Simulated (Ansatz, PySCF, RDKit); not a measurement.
Two conformers of CH4O2Si (SMILES CO[Si]O), B3LYP-D3(BJ)/def2-TZVP minima.
Conformer 1 (charge 0, multiplicity 1):
```tsv
atom	x (Å)	y (Å)	z (Å)
C	-1.1939	-0.0037	0.0406
O	-0.2473	1.0406	-0.1726
Si	1.3901	1.0609	-0.1691
O	1.7312	-0.5402	0.1676
H	-0.6993	-0.9541	0.2407
H	-1.8183	-0.0975	-0.8489
H	-1.8265	0.2643	0.8879
H	2.6640	-0.7705	0.2190
```
Conformer 2 (charge 0, multiplicity 1, Z-matrix in Å and degrees):
```
O
C 1 1.4212
H 2 1.0909 1 109.23
H 2 1.0909 3 108.87 1 -119.20
H 2 1.0948 3 108.78 4 -118.39
Si 1 1.6621 2 125.18 3 120.57
O 6 1.6507 1 99.80 2 179.99
H 7 0.9661 6 117.95 1 -0.01
```

No zero-point or thermal terms.

Cores are frozen in the correlated methods. Rows in 6-31G* carry no dispersion term and start afresh at each structure (6-31G* with six Cartesian d functions).

The values were computed with Ansatz (a first-principles code); PySCF for 6-31G* rows; RDKit for the force fields. Values without a source in brackets are computed.

**Question.** Predict the electronic energy of conformer 2 less that of conformer 1 from MMFF94.

**Answer.** -6.3 kcal/mol
